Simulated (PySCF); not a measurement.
**Relaxation of singlet H₂NbN**

All numbers come from PBE0/[Nb def2-TZVP with ECP28, N def2-TZVP, H def2-TZVP], scalar-relativistic core potentials, density fitting, no spin–orbit coupling, PySCF. A (50,194) grid was used.

A hand-made T-shaped (ligand arrangement 2) start, of C2v symmetry, held to at least that symmetry:

```xyz
4
charge 0 multiplicity 1, angstrom
Nb    0.0000    0.0000   -0.2390
N     0.0000    0.0000    1.6110
H     1.7889    0.0000   -0.1765
H    -1.7889    0.0000   -0.1765
```

Optimiser trace:
| step | E − E(last) (kJ/mol) | largest gradient (Eh/bohr) |
| --- | --- | --- |
| 0 | 188.90 | 0.20196 |
| 1 | 45.77 | 0.02804 |
| 2 | 23.14 | 0.02633 |
| 3 | 10.45 | 0.01393 |
| 4 | 6.64 | 0.01220 |
| 5 | 0.58 | 0.00811 |
| 6 | 0.00 | 0.00108 |
| 7 | 0.00 | 0.00011 |

It ends at C2v with Nb–H 1.842 Å (×2), Nb–N 1.641 Å; H–Nb–H 137.5°, H–Nb–N 111.3° (×2). A frequency run shows 1 imaginary mode, down to 817i cm⁻¹, so it is a saddle point. Other isomers or separated fragments may lie lower.

Final geometry:
Coordinates in bohr (charge 0 multiplicity 1):
```
Nb    0.0000    0.0000   -0.3754
N     0.0000    0.0000    2.7264
H     3.2447    0.0000   -1.6374
H    -3.2447    0.0000   -1.6374
```

The relaxation took about 21 core-seconds on a shared host.
